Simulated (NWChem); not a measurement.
System: CH5CdN; SMILES [CH3][Cd][NH2]

The following NWChem deck was run.

```
start job
memory heap 200 mb stack 900 mb global 1100 mb
geometry units angstroms noautoz
  Cd     0.471962    -0.048168    -0.000564
  C      0.586914     2.046548     0.005626
  H     -0.037393     2.464138     0.809814
  H      0.227615     2.453397    -0.951702
  H      1.622816     2.384075     0.158792
  N      0.513943    -2.059970    -0.004643
  H      0.153783    -2.512051    -0.843066
  H      0.065635    -2.518119     0.786655
end
basis spherical
  * library def2-svp
end
ecp
  Cd library def2-ecp
end
dft
  xc xpbe96 cpbe96
  iterations 150
  vectors input atomic output neutral.movecs
end
task dft energy
charge 1
dft
  odft
  mult 2
  vectors input atomic output cation.movecs
end
task dft energy
```

Excerpt of the output:

```
             Northwest Computational Chemistry Package (NWChem) 7.3.0
             --------------------------------------------------------

 C1  symmetry detected

                             Geometry "geometry" -> ""
                             -------------------------

 Output coordinates in angstroms (scale by  1.889725989 to convert to a.u.)

  No.       Tag          Charge          X              Y              Z
 ---- ---------------- ---------- -------------- -------------- --------------
    1 Cd                  48.0000     0.00101716     0.01542975    -0.00941077
    2 C                    6.0000    -0.00233851    -2.08190173     0.03830525
    3 H                    1.0000     0.83578454    -2.48189696    -0.55195956
    4 H                    1.0000    -0.93802514    -2.47393138    -0.38819453
    5 H                    1.0000     0.09062016    -2.45291544     1.06989856
    6 N                    7.0000    -0.00264693     2.02485907     0.09692220
    7 H                    1.0000    -0.81837198     2.49095642    -0.29600462
    8 H                    1.0000     0.81372852     2.49455648    -0.29030973

 Effective nuclear repulsion energy (a.u.)     235.6404812992

 Summary of "ao basis" -> "ao basis" (spherical)
 ------------------------------------------------------------------------------
       Tag                 Description            Shells   Functions and Types
 ---------------- ------------------------------  ------  ---------------------
 Cd                         def2-svp                11       31   5s3p2d1f
 C                          def2-svp                 6       14   3s2p1d
 H                          def2-svp                 3        5   2s1p
 N                          def2-svp                 6       14   3s2p1d

            General Information
            -------------------
          SCF calculation type: DFT
          Wavefunction type:  closed shell.
          No. of atoms     :     8
          No. of electrons :    38
           Alpha electrons :    19
            Beta electrons :    19
          Charge           :     0
          Spin multiplicity:     1
          Use of symmetry is: off; symmetry adaption is: off
          Maximum number of iterations: 150
          AO basis - number of functions:    84
                     number of shells:    38
          Convergence on energy requested:  1.00D-06
          Convergence on density requested:  1.00D-05
          Convergence on gradient requested:  5.00D-04

              XC Information
              --------------
          PerdewBurkeErnzerhof Exchange Functional  1.000
            Perdew 1991 LDA Correlation Functional  1.000 local
           PerdewBurkeErnz. Correlation Functional  1.000 non-local

             Grid Information
             ----------------
          Grid used for XC integration:  medium
          Radial quadrature: Mura-Knowles
          Angular quadrature: Lebedev.
          Tag              B.-S. Rad. Rad. Pts. Rad. Cut. Ang. Pts.
          ---              ---------- --------- --------- ---------
          Cd                  1.55      123           9.0       590
          C                   0.70       49          12.0       434
          H                   0.35       45          12.0       434
          N                   0.65       49          12.0       434
          Grid pruning is: on
          Number of quadrature shells:   446
          Spatial weights used:  Erf1

      Superposition of Atomic Density Guess
      -------------------------------------

 Sum of atomic energies:        -286.33907318

      Non-variational initial energy
      ------------------------------

 Total energy =    -262.304501
 1-e energy   =    -649.984615
 2-e energy   =     273.777052
 HOMO         =      -0.318287
 LUMO         =      -0.020352

   convergence    iter        energy       DeltaE   RMS-Dens  Diis-err
 ---------------- ----- ----------------- --------- --------- ---------
 d= 0,ls=0.0,diis     1   -263.3077832030 -3.77D+02  2.38D-02  5.09D-01
 d= 0,ls=0.0,diis     2   -262.8503456096  4.57D-01  1.85D-02  3.58D+00
 d= 0,ls=0.0,diis     3   -263.3640753637 -5.14D-01  4.34D-03  9.51D-02
 d= 0,ls=0.0,diis     4   -263.3709229926 -6.85D-03  2.11D-03  4.73D-02
 d= 0,ls=0.0,diis     5   -263.3773859598 -6.46D-03  4.03D-04  1.49D-03
  Resetting Diis
 d= 0,ls=0.0,diis     6   -263.3775354428 -1.49D-04  1.60D-04  2.19D-04
 d= 0,ls=0.0,diis     7   -263.3775572555 -2.18D-05  9.12D-05  1.08D-05
 d= 0,ls=0.0,diis     8   -263.3775543842  2.87D-06  5.85D-05  3.50D-05
 d= 0,ls=0.0,diis     9   -263.3775583282 -3.94D-06  1.64D-05  2.73D-06
 d= 0,ls=0.0,diis    10   -263.3775586365 -3.08D-07  3.54D-06  1.66D-07

         Total DFT energy =     -263.377558636477
      One electron energy =     -652.330412693831
           Coulomb energy =      304.500411698109
    Exchange-Corr. energy =      -29.450618477947
 Nuclear repulsion energy =      113.903060837192

 Numeric. integr. density =       37.999997609828

                       DFT Final Molecular Orbital Analysis
                       ------------------------------------

 Vector   17  Occ=2.000000D+00  E=-2.913387D-01
              MO Center= -4.9D-04,  1.1D+00,  7.5D-02, r^2= 2.2D+00
   Bfn.  Coefficient  Atom+Function         Bfn.  Coefficient  Atom+Function
  ----- ------------  ---------------      ----- ------------  ---------------
     4      0.499998  1 Cd s                 65      0.360978  6 N  py
     2     -0.334246  1 Cd s                 19      0.268118  1 Cd d  2
    68     -0.205915  6 N  py                63      0.183082  6 N  s
    17      0.160863  1 Cd d  0               5      0.151884  1 Cd s
    75     -0.140211  7 H  s                 80     -0.140131  8 H  s

 Vector   18  Occ=2.000000D+00  E=-2.407353D-01
              MO Center= -7.9D-04, -9.4D-01,  3.0D-03, r^2= 3.4D+00
   Bfn.  Coefficient  Atom+Function         Bfn.  Coefficient  Atom+Function
  ----- ------------  ---------------      ----- ------------  ---------------
    36      0.412636  2 C  py                 4      0.301682  1 Cd s
    39      0.265952  2 C  py                 2     -0.213670  1 Cd s
    63     -0.205827  6 N  s                 65     -0.202871  6 N  py
    34      0.187953  2 C  s                  7      0.178088  1 Cd py
    10     -0.143676  1 Cd py                68      0.137465  6 N  py

 Vector   19  Occ=2.000000D+00  E=-1.786918D-01
              MO Center= -2.5D-03,  1.8D+00,  1.3D-01, r^2= 1.8D+00
   Bfn.  Coefficient  Atom+Function         Bfn.  Coefficient  Atom+Function
  ----- ------------  ---------------      ----- ------------  ---------------
    66      0.501069  6 N  pz                69     -0.422303  6 N  pz
    65      0.189527  6 N  py                68     -0.177784  6 N  py
    14     -0.163108  1 Cd pz                16      0.141414  1 Cd d -1
    63     -0.129267  6 N  s                 62     -0.122118  6 N  s
    36     -0.091425  2 C  py                 4      0.086392  1 Cd s

 Vector   20  Occ=0.000000D+00  E=-2.629002D-02
              MO Center=  1.1D-01,  1.8D-01, -5.0D-01, r^2= 5.7D+00
   Bfn.  Coefficient  Atom+Function         Bfn.  Coefficient  Atom+Function
  ----- ------------  ---------------      ----- ------------  ---------------
     5      0.969653  1 Cd s                 34     -0.707425  2 C  s
    63     -0.555726  6 N  s                 39     -0.263731  2 C  py
    19     -0.257533  1 Cd d  2              14     -0.219977  1 Cd pz
    36     -0.217262  2 C  py                57      0.196369  5 H  s
    76      0.183431  7 H  s                 68      0.181929  6 N  py

 Vector   21  Occ=0.000000D+00  E=-2.390285D-02
              MO Center= -1.0D-01,  5.2D-03,  1.1D-02, r^2= 5.6D+00
   Bfn.  Coefficient  Atom+Function         Bfn.  Coefficient  Atom+Function
  ----- ------------  ---------------      ----- ------------  ---------------
    12      0.899104  1 Cd px                 9      0.297059  1 Cd px
     6     -0.244911  1 Cd px                47     -0.152574  3 H  s
    52      0.152788  4 H  s                 81     -0.121571  8 H  s
    76      0.100254  7 H  s                 51      0.090849  4 H  s
    46     -0.082277  3 H  s                 80     -0.079394  8 H  s

 Vector   22  Occ=0.000000D+00  E=-8.741855D-03
              MO Center= -7.9D-03,  5.6D-02,  4.8D-01, r^2= 5.5D+00
   Bfn.  Coefficient  Atom+Function         Bfn.  Coefficient  Atom+Function
  ----- ------------  ---------------      ----- ------------  ---------------
    14      0.860763  1 Cd pz                34     -0.296736  2 C  s
    63     -0.288252  6 N  s                 11      0.266540  1 Cd pz
     5      0.256771  1 Cd s                  8     -0.219965  1 Cd pz
    66      0.168883  6 N  pz                69     -0.164920  6 N  pz
    47      0.142306  3 H  s                 81      0.136128  8 H  s

     Multipole analysis of the density
     ---------------------------------

     L   x y z        total         alpha         beta         nuclear
     -   - - -        -----         -----         ----         -------
     0   0 0 0     -0.000000    -19.000000    -19.000000     38.000000

     1   1 0 0      0.002551      0.028186      0.028186     -0.053820
     1   0 1 0     -0.053300      0.381562      0.381562     -0.816424
     1   0 0 1     -0.361981     -0.429964     -0.429964      0.497946

     2   2 0 0    -23.900128    -17.161369    -17.161369     10.422609
     2   1 1 0      0.010519     -0.007892     -0.007892      0.026302
     2   1 0 1      0.011587     -0.000019     -0.000019      0.011624
     2   0 2 0    -27.372009   -166.234103   -166.234103    305.096198
     2   0 1 1     -2.151995      0.465345      0.465345     -3.082686
     2   0 0 2    -26.437847    -16.519066    -16.519066      6.600284

                                 NWChem DFT Module
                                 -----------------

[...]
```

Level: PBE/def2-SVP with def2 effective core potentials on Cd, vertical spin-unrestricted ions. The geometry was optimised at PBE0/def2-SVP. No frequency run checked for a minimum. def2 effective core potentials on Cd; no spin-orbit coupling.
